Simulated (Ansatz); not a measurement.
All numbers were calculated with Ansatz.

Basis-set series for C2H6ClFGeSe, SMILES `C[Se][Ge]([CH3])([F])[Cl]`. Charge 0, multiplicity 1. The structure was optimised at the PBE0-D4/def2-TZVP level. It is one conformer, not always the lowest.

| functional | basis | functions | energy (Eh) | HOMO (eV) | LUMO (eV) |
| --- | --- | --- | --- | --- | --- |
| PBE0-D4 | def2-SVP | 154 | -5116.83424 | -6.91 | -0.57 |
| PBE0-D4 | def2-TZVPP | 315 | -5117.76688 | -7.01 | -0.83 |
| ωB97M-V | def2-SVP | 154 | -5117.36513 | -9.06 | 1.43 |
| ωB97M-V | def2-TZVPP | 315 | -5118.30219 | -9.18 | 1.04 |

Give the rows for def2-QZVPP. (Best estimate.)

The calculation gave: 
```json
{"functional": "PBE0-D4", "basis": "def2-QZVPP", "functions": "599", "energy (Eh)": "-5117.88601", "HOMO (eV)": "-7.03", "LUMO (eV)": "-0.91"}
{"functional": "ωB97M-V", "basis": "def2-QZVPP", "functions": "599", "energy (Eh)": "-5118.41761", "HOMO (eV)": "-9.20", "LUMO (eV)": "0.83"}
```

Positive LUMOs are unbound and depend on the basis. Scalar relativity is left out up to krypton.
